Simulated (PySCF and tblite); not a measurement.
Results of a calculation; reference values are marked as such.
Stationary points of 4-fluorophenol at GFN2-xTB, in Å:

Structure A

```
 1 O    -1.743    0.009    1.821
 2 C    -0.787    0.001    0.826
 3 C    -0.966   -0.790   -0.303
 4 C     0.015   -0.849   -1.275
 5 C     1.169   -0.107   -1.102
 6 F     2.129   -0.157   -2.050
 7 C     1.370    0.685    0.014
 8 C     0.382    0.737    0.980
 9 H    -2.387    0.707    1.668
10 H    -1.875   -1.364   -0.406
11 H    -0.104   -1.459   -2.156
12 H     2.284    1.247    0.117
13 H     0.513    1.341    1.865
```

Structure B

```
 1 O    -3.428    0.169    1.500
 2 C    -2.374    0.119    0.645
 3 C    -2.469   -0.718   -0.465
 4 C    -1.424   -0.802   -1.363
 5 C    -0.286   -0.045   -1.143
 6 F     0.739   -0.127   -2.020
 7 C    -0.170    0.791   -0.049
 8 C    -1.221    0.871    0.846
 9 H    -3.239    0.779    2.223
10 H    -3.370   -1.293   -0.605
11 H    -1.481   -1.445   -2.226
12 H     0.729    1.369    0.095
13 H    -1.145    1.522    1.707
```

The path came from a restrained scan, a climbing-image band and a saddle search at GFN2-xTB; energies are PBE0/pcSseg-1 + D3(BJ)//GFN2-xTB, thermal terms GFN2-xTB.

Question: Which structure is a saddle point, and along which motion?

Answer: A: one imaginary mode (424i cm⁻¹ at GFN2-xTB, mostly on H9), along the rotation about the C2–O1 bond (torsion C3–C2–O1–H from 180° to 360°, rising).

Question: Give their symmetry and energies above the lowest.

Answer: A Cs, 3.3 kcal/mol; B Cs, 0.0 kcal/mol.
